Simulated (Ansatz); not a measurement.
**Stretch profile**

C₂H₄AlB (SMILES [BH2][AlH][C]#C), singlet, at its PBE0-D4/def2-TZVP minimum:

```xyz
8
angstrom
B -0.9791 1.6103 -0.6589
Al 0.7322 0.3980 -0.3799
C 0.5237 -1.2516 0.5653
C 0.3469 -2.2874 1.1684
H -1.6975 1.5081 -1.6142
H -1.3100 2.4553 0.1258
H 2.1843 0.7685 -0.9053
H 0.1994 -3.2012 1.6988
```

The bond length C4–H8 (1.067 Å at the minimum) is set to the values below, the two halves moving rigidly along the bond. Each method's energies count from its own value at the PBE0-D4 minimum structure. Computed with Ansatz 0.2.0 (basis: def2-TZVPP); correlated methods freeze the cores. B3LYP uses VWN-RPA correlation.

```tsv
bond length (Å)	CCSD(T) (eV)	r2SCAN-D4 (eV)	PBE0-D4 (eV)
0.875	1.063	1.050	1.063
0.920	0.565	0.557	0.565
0.986	?	0.145	0.149
1.063	0.000	0.000	0.000
1.148	?	0.115	0.115
1.240	?	0.440	0.441
1.337	0.896	0.909	0.916
1.440	1.452	1.473	1.487
1.547	2.045	2.083	2.109
```

(1) Fill in the withheld CCSD(T) values. (Judge from chemistry; the value comes from the calculation.)

(1) By the calculation: 0.149 eV at 0.986 Å; 0.112 eV at 1.148 Å; 0.433 eV at 1.240 Å. These count from the CCSD(T) energy at the PBE0-D4 minimum.

Minimum and curvature along this coordinate at CCSD(T): A fifth-order fit through the nearest points gives 1.066 Å, with a curvature of about 39 eV/Å².

Question: Treat the two halves as rigid bodies and work out the harmonic wavenumber of this stretch from that curvature (ν̃ = 521.5 √(k/μ) cm⁻¹ with k in eV/Å² and μ in u).

Answer: The halves weigh 64.84 and 1.01 u, so μ = 64.84 × 1.01/65.85 = 0.995 u and ν̃ = 521.5 √(39/0.995) ≈ 3300 cm⁻¹. A true normal mode mixes in other motions, so this is a guide only.

Largest difference from the CCSD(T) curve over the scan: PBE-D4 0.096; B3LYP-D4 0.041; wB97M-V 0.078; HF 0.350 eV. Each curve counts from its own value at the minimum.

T1 diagnostic: at most 0.014.

For scale, one of the runs: CCSD(T)/def2-TZVPP, 191 basis functions (an equivalent command: `ansatz run in.yaml --threads 2`). The run took 26 s on 2 CPU threads (shared host), with 2 GiB of host memory at its peak.
